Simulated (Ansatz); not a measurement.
**Energy profile**

The step: Si₂H₃OF₃ ([F][Si]([F])([F])[O][SiH3]) + HF + HF → SiF₄ ([F][Si]([F])([F])[F]) + SiH₄O ([OH][SiH3]) + HF (still joined by a long Si–O bond); bonds formed: Si1–F8, O2–H9, H7–F10; bonds broken: H7–F8, H9–F10; bonds weakened to dative contacts: Si1–O2 (atoms numbered as in the saddle structure below).

```csv
atom,x (Å),y (Å),z (Å)
Si1,-0.3572,0.0219,1.3212
O2,0.1287,0.0029,-0.3178
Si3,-0.8980,-0.4311,-1.6156
F4,-0.7835,1.3953,1.9669
F5,0.0283,-1.2013,2.2374
F6,-1.8410,-0.4843,0.9108
H7,2.0424,0.6977,0.7383
F8,1.4186,0.6103,1.6396
H9,1.2698,0.3210,-0.5515
F10,2.3367,0.6584,-0.4068
H11,-1.3137,-1.8368,-1.4615
H12,-0.0017,-0.2658,-2.7826
H13,-2.0293,0.5118,-1.6785
```

Electronic energies by CCSD(T) at an estimated basis limit (MP2 extrapolated from triple and quadruple zeta, plus CCSD(T) − MP2 in triple zeta), on PBE0-D4/def2-TZVP structures; Si2H5OF5, singlet; no counterpoise correction. Ansatz 0.2.0; basis: def2-TZVPP and def2-QZVPP; cores frozen in the correlated methods. Extrapolation: Hartree–Fock as exp(−7.88 √X), correlation as X^−2.97.

**Question.** Give the profile in eV, counted from the separated reactants. (An estimate is asked for; the value comes from the calculation.)

**Answer.** The calculation gives:
```
                                                                                                                                                                     point      eV
               separated: Si2H3OF3 (linked as [F][Si]([F])([F])[O][SiH3]; Si1, O2, Si3, F4, F5, F6, H11, H12, H13; singlet) + HF (H7, F8; singlet) + HF (H9, F10; singlet)   0.000
                                                                                                                                                           start structure  -0.418
                                                                                                                                                                    saddle   0.174
                                                                                                                                                             end structure  -0.274
separated: SiF4 (linked as [F][Si]([F])([F])[F]; Si1, F4, F5, F6, F8; singlet) + SiH4O (linked as [OH][SiH3]; O2, Si3, H9, H11, H12, H13; singlet) + HF (H7, F10; singlet)  -0.099
```

No T1 diagnostic of these runs exceeds 0.012.

Steps of this kind, hydrogen fluoride cutting a network bond, underlie vapour etching and the fluorination step of atomic layer etching. Here a small cluster stands in for the surface site.

For scale, one of the runs: CCSD(T)/def2-TZVPP, 340 basis functions, launched by `ansatz run in.yaml --threads 4 --pin off --events-out ev --progress --plain --max-ram 46080MiB --backend cuda --devices 0, --max-vram 37GiB`. Hardware: 4 CPU threads of an AMD EPYC 7R13 and a share of one NVIDIA H100, shared host. Wall time 13 s; peak host memory 0.85 GiB.
